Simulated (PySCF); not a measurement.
This PySCF input asks for the NMR shieldings of SMILES NCC1([Si@H](F)N[SiH3])CC1, C₄H₁₃FN₂Si₂; the geometry comes from GFN2-xTB.

```python
import basis_set_exchange as bse
import numpy as np
from pyscf import gto, dft
from pyscf.prop import nmr

atoms = """
N    -1.360698   -1.453526   -1.282629
C    -1.933372   -0.699225   -0.181122
C    -1.051066    0.422017    0.352388
Si    0.650154   -0.101183    0.959965
F     1.236438    1.091100    1.887547
N     1.706763   -0.346576   -0.376834
Si    3.326020   -0.976534   -0.330577
C    -1.196200    1.772884   -0.303910
C    -1.748089    1.549399    1.064684
H    -0.501537   -1.904743   -0.986824
H    -1.125452   -0.822615   -2.042263
H    -2.886714   -0.288622   -0.529644
H    -2.147967   -1.408264    0.624526
H     0.655757   -1.259723    1.835638
H     1.457951    0.130841   -1.228196
H     4.218216   -0.122775    0.454730
H     3.238739   -2.308977    0.265756
H     3.735850   -1.022800   -1.734721
H    -0.323057    2.401671   -0.401720
H    -1.891658    1.865629   -1.126972
H    -2.820495    1.483811    1.179876
H    -1.249994    2.017596    1.899453
"""
names = dict.fromkeys(["N", "C", "Si", "F", "H"], "pcSseg-1")
basis = {el: gto.basis.parse(bse.get_basis(n, elements=[el], fmt="nwchem")) for el, n in names.items()}
mol = gto.M(atom=atoms, basis=basis, charge=0, verbose=0)
mf = dft.RKS(mol, xc="PBE0")
mf.grids.level = 2
mf.grids.alignment = dft.numint.BLKSIZE   # the property module wants whole blocks of grid points
mf.conv_tol = 1e-9
mf.kernel()

calc = nmr.RKS(mf)   # GIAO
C = mf.mo_coeff
Co = C[:, mf.mo_occ > 0]
resp = mf.gen_response(singlet=True, hermi=2)
def vind(x):   # induced exchange potential for any number of trial vectors
    d = np.einsum("pi,xij,qj->xpq", C, 2 * x.reshape(-1, C.shape[1], Co.shape[1]), Co, optimize=True)
    return np.einsum("xpq,pi,qj->xij", resp(d - d.transpose(0, 2, 1)), C, Co, optimize=True).ravel()
mo1, _ = nmr.rhf.solve_mo1(calc, with_cphf=vind)
sigma = calc.kernel(mo1)
for i, s in enumerate(sigma):   # ppm
    print("%2d %-2s %9.2f" % (i, mol.atom_pure_symbol(i), np.trace(s) / 3))
```

**Question.** What are the results?

**Answer.** 
```
 0 N     216.35
 1 C     132.46
 2 C     169.20
 3 Si    355.49
 4 F     337.51
 5 N     232.46
 6 Si    406.48
 7 C     178.10
 8 C     178.39
 9 H      30.98
10 H      31.14
11 H      30.11
12 H      28.29
13 H      26.65
14 H      30.80
15 H      26.86
16 H      26.87
17 H      27.02
18 H      31.15
19 H      31.49
20 H      31.44
21 H      30.95
```

These numbers come from an equivalent density-fitted implementation of the same equations, which agrees with the script to about 0.01 ppm for H and up to a few tenths of a ppm for heavy atoms, so last digits may differ.

**Question.** Turn these shieldings into chemical shifts. δ = σ(ref) − σ, references computed at the same level: NH3 for ¹⁵N (267.73 ppm); ¹³C (186.93 ppm) and ²⁹Si (349.16 ppm) and ¹H (31.72 ppm) against TMS; ¹⁹F (170.95 ppm) vs CFCl3.

**Answer.** Averaging equivalent atoms: N 0: 51.4; N 5: 35.3; C 1: 54.5; C 2: 17.7; C 7: 8.8; C 8: 8.5; Si 3: -6.3; Si 6: -57.3; F 4: -166.6; H 13: 5.06; H 15/16/17: 4.80; H 12: 3.43; H 11: 1.60; H 14: 0.92; H 21: 0.76; H 9/10: 0.66; H 18: 0.56; H 20: 0.27; H 19: 0.23 ppm. Unscaled 19F shifts against computed CFCl3 carry errors that often reach 10 to 50 ppm. Experimental scales use liquid or dissolved standards, which lie at an offset from isolated NH3 (liquid NH3: subtract about 20 ppm).

Size and cost of the density-fitted run: 232 basis functions, 84 s wall time on 1 thread of an Arm Neoverse N1, shared host; peak memory 0.97 GiB.
